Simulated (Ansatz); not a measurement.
Z-matrix (Å, degrees):
```
C
Si 1 1.853
H 1 1.093 2 109.5
H 1 1.092 2 111.0 3 -119.7
H 1 1.092 2 110.9 3 119.7
Cl 2 2.064 1 110.4 3 -176.0
C 2 1.889 1 111.5 3 -59.1
H 2 1.483 1 111.7 3 64.4
F 7 1.394 2 109.0 1 58.2
H 7 1.094 2 111.8 1 178.0
H 7 1.095 2 111.3 1 -61.3
```

The species carries charge 0 and has multiplicity 1.

**Question.** List the r2SCAN/def2-TZVPP orbital energies in eV (Ansatz 0.2.0). (Estimate.)

**Answer.** Ansatz gave: Occupied: -2753.29, -1791.86, -666.10, -274.93, -273.00, -254.69, -193.22, -193.09, -193.09, -142.23, -97.17, -97.06, -97.04, -31.49, -21.50, -18.68, -18.02, -13.34, -12.64, -12.39, -11.31, -10.84, -10.42, -9.57, -9.26, -8.60, -8.57, -7.84, -7.36. Lowest empty: -0.30, 0.82, 1.21, 1.45, 1.85, 2.07, 2.57, 2.85.
